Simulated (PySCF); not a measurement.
B2F2H5P.
Z-matrix (Å and degrees, GFN2-xTB geometry), rows numbered from 1:
```
F 
B   1  1.3271
F   2  1.3480  1  109.96
B   2  1.6841  1  128.69  3   179.92
P   4  1.9221  2  106.85  1   179.84
H   4  1.1941  2  115.13  1    64.37
H   4  1.1943  2  114.98  1   -64.82
H   5  1.3857  4  119.98  2   179.60
H   5  1.3835  4  119.54  2    59.17
H   5  1.3834  4  119.55  2   -59.99
```

A PySCF run (density fitting, gas phase, GFN2-xTB geometry) gave HOMO -8.40 eV, LUMO 0.17 eV, dipole 4.83 D and E = -593.572 Eh.

**Question.** Which of these levels was it?
A. KT3/STO-3G
B. PBE0/def2-TZVP
C. wB97X-D/6-31G*
D. CAM-B3LYP/def2-SVPD
E. OPBE/def2-SVPD

**Answer.** B. It is PBE0/def2-TZVP. All candidates on this geometry:

```
                level and settings                    kind  basis functions  SCF cycles     E (Eh)  HOMO (eV)  LUMO (eV)  dipole (D)
      OPBE/def2-SVPD, grid level 3                     GGA              150          15  -593.3985      -7.01      -0.67        4.75
                        KT3/STO-3G                     GGA               34          14  -592.4166      -2.97       3.92        5.12
PBE0/def2-TZVP, level shift 0.1 Eh           global hybrid              191          10  -593.5723      -8.40       0.17        4.83
               CAM-B3LYP/def2-SVPD  range-separated hybrid              150          12  -593.4878      -9.87       0.65        5.05
wB97X-D/6-31G*, level shift 0.2 Eh  range-separated hybrid               84          12  -593.7408      -9.96       2.47        4.78
```

The nearest other candidate, by the summed differences of HOMO and LUMO, is CAM-B3LYP/def2-SVPD: its HOMO differs by -1.47 eV and its LUMO by +0.48 eV. wB97X-D ran without the empirical dispersion term, which would shift the total energy alone. Cycle counts include a coarse-grid stage where the run had one. All basis functions are spherical, in the Pople sets too. KT3 was designed for NMR shieldings or shifts; total energies of different functionals aren't comparable.
